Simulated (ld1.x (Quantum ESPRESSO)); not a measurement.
## An all-electron radial function and its pseudo partner (boron (B))

Columns: radius, all-electron u(r) and pseudo u(r) of the 2s shell (level -9.48 eV) of boron in the configuration [He] 2s2 2p1; PW91, non-relativistic, TM semilocal scheme, ld1.x (Quantum ESPRESSO) 7.5.

```json
{"r (bohr)": "0.093", "all-electron": "0.2601", "pseudo": "-0.0459"}
{"r (bohr)": "0.185", "all-electron": "0.3050", "pseudo": "-0.0919"}
{"r (bohr)": "0.278", "all-electron": "0.2417", "pseudo": "-0.1398"}
{"r (bohr)": "0.370", "all-electron": "0.1290", "pseudo": "-0.1890"}
{"r (bohr)": "0.463", "all-electron": "-0.0032", "pseudo": "-0.2412"}
{"r (bohr)": "0.555", "all-electron": "-0.1343", "pseudo": "-0.2957"}
{"r (bohr)": "0.648", "all-electron": "-0.2577", "pseudo": "-0.3535"}
{"r (bohr)": "0.740", "all-electron": "-0.3662", "pseudo": "-0.4130"}
{"r (bohr)": "0.833", "all-electron": "-0.4605", "pseudo": "-0.4741"}
{"r (bohr)": "0.925", "all-electron": "-0.5388", "pseudo": "-0.5335"}
{"r (bohr)": "1.018", "all-electron": "-0.6029", "pseudo": "-0.5898"}
{"r (bohr)": "1.110", "all-electron": "-0.6523", "pseudo": "-0.6390"}
{"r (bohr)": "1.203", "all-electron": "-0.6892", "pseudo": "-0.6795"}
{"r (bohr)": "1.295", "all-electron": "-0.7143", "pseudo": "-0.7088"}
{"r (bohr)": "1.388", "all-electron": "-0.7296", "pseudo": "-0.7274"}
{"r (bohr)": "1.480", "all-electron": "-0.7361", "pseudo": "-0.7355"}
{"r (bohr)": "1.573", "all-electron": "-0.7353", "pseudo": "-0.7352"}
{"r (bohr)": "1.665", "all-electron": "-0.7284", "pseudo": "-0.7284"}
{"r (bohr)": "1.758", "all-electron": "-0.7165", "pseudo": "-0.7165"}
{"r (bohr)": "1.850", "all-electron": "-0.7008", "pseudo": "-0.7008"}
{"r (bohr)": "1.943", "all-electron": "-0.6816", "pseudo": "-0.6816"}
{"r (bohr)": "2.035", "all-electron": "-0.6602", "pseudo": "-0.6602"}
{"r (bohr)": "2.128", "all-electron": "-0.6367", "pseudo": "-0.6367"}
{"r (bohr)": "2.220", "all-electron": "-0.6122", "pseudo": "-0.6122"}
{"r (bohr)": "2.313", "all-electron": "-0.5866", "pseudo": "-0.5866"}
{"r (bohr)": "2.405", "all-electron": "-0.5608", "pseudo": "-0.5608"}
```

How many radial nodes do the two functions have?

The all-electron 2s function has n − l − 1 = 1; the pseudo-wave has 0, since the states of the same l below it are removed with the core.

At about which radius was the pseudo-wave matched?

1.70 bohr. The columns agree to 0.0005 from 1.57 bohr on; several derivatives are matched, so the curves merge somewhat inside the radius.

Is the pseudo-wave norm-conserving?

Yes: the TM semilocal scheme keeps the norm inside the radius equal to the all-electron one, which fixes the energy derivative of the logarithmic derivative at the level.
